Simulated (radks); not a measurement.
Results of a calculation; reference values are marked as such.
All-electron atom: Lu+ in [Xe] 4f14 6s2. Level of theory: Dirac Kohn-Sham, PBE, spin-unpolarised, spherical densities, point nucleus (a radial shooting solver on a logarithmic mesh with Libxc functionals).

Spin-orbit splittings of the eigenvalues, e(l+1/2) - e(l-1/2), with zeta = 2 splitting/(2l+1) and mean radii in bohr:

[
 {"shell": "2p", "occ.": "6", "splitting (eV)": "1118", "zeta (eV)": "745.1", "<r> j=l-1/2": "0.06740", "<r> j=l+1/2": "0.07502"},
 {"shell": "3p", "occ.": "6", "splitting (eV)": "238.4", "zeta (eV)": "158.9", "<r> j=l-1/2": "0.2020", "<r> j=l+1/2": "0.2162"},
 {"shell": "3d", "occ.": "10", "splitting (eV)": "52.04", "zeta (eV)": "20.82", "<r> j=l-1/2": "0.1898", "<r> j=l+1/2": "0.1942"},
 {"shell": "4p", "occ.": "6", "splitting (eV)": "54.22", "zeta (eV)": "36.15", "<r> j=l-1/2": "0.4850", "<r> j=l+1/2": "0.5177"},
 {"shell": "4d", "occ.": "10", "splitting (eV)": "9.896", "zeta (eV)": "3.958", "<r> j=l-1/2": "0.5410", "<r> j=l+1/2": "0.5525"},
 {"shell": "4f", "occ.": "14", "splitting (eV)": "1.524", "zeta (eV)": "0.4355", "<r> j=l-1/2": "0.7133", "<r> j=l+1/2": "0.7287"},
 {"shell": "5p", "occ.": "6", "splitting (eV)": "6.965", "zeta (eV)": "4.643", "<r> j=l-1/2": "1.309", "<r> j=l+1/2": "1.419"}
]
